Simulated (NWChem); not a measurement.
Species: CH$_{3}$OS, doublet; SMILES C[S]=O

Results from NWChem. Spin-unrestricted. In the optimisation the excess spin sits in a" (Cs, its own frame). All runs use the structure optimised with B3LYP/6-31G* (spherical d), spin-unrestricted. No stability test was run on the SCF state. Vertical excitations in the gas phase. Excited states of an open shell can be spin-contaminated.

**Question.** Predict the results for PBE/aug-cc-pVDZ, TDA. Quantities: lowest excitation (eV); oscillator strength of that lowest state; lowest empty minus highest occupied level, either spin (eV).

**Answer.** 
| Quantity | Result |
|---|---|
| lowest excitation (eV) | 2.16 |
| oscillator strength of that lowest state | 0.000 |
| lowest empty minus highest occupied level, either spin (eV) | 1.28 |
